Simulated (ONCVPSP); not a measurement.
Cutoff test, antimony (Sb), ONCV

- Element: Sb (Z = 51)
- Generator: ONCVPSP 4.0.1
- Type: optimised norm-conserving Vanderbilt (ONCV)
- Functional: PBEsol
- Relativity: scalar-relativistic
- Frozen core: [Kr] 4d10
- Valence charge: 5
- Reference configuration: 5s2 5p3
- Partial waves: 5s: rc 1.60 bohr, ncon 4, nbas 8, qcut 3.4 1/bohr, 1 projector; 5p: rc 2.40 bohr, ncon 5, nbas 8, qcut 3.8 1/bohr, 1 projector
- Local potential: polynomial inside 1.15 bohr (lpopt 3, dvloc0 0 Ha)
- Core correction: Teter function, fcfact 4.1, rcfact 1.7

For each optimised wave give the share of its norm inside rc, the residual kinetic energy above qcut (Ha) and the cutoffs (Ha) for errors of 10, 1, 0.1 and 0.01 mHa per electron.

```
wave  norm inside rc  residual KE  10 mHa  1 mHa  0.1 mHa  0.01 mHa
  5s           0.203      3.7e-03     4.6   24.3     66.7      92.8
  5p           0.374      4.4e-04     1.9    6.4     14.3      29.2
```

The occupied waves need 24 Ha and 67 Ha for 1 and 0.1 mHa. Note: ghosts flagged at negative energy: s at -123.1 eV, p at -18.3 eV; no localised positive-energy state flagged. A true bound ghost makes a file unfit for plane-wave use. 2 of 4 tests not solved or not reliable.
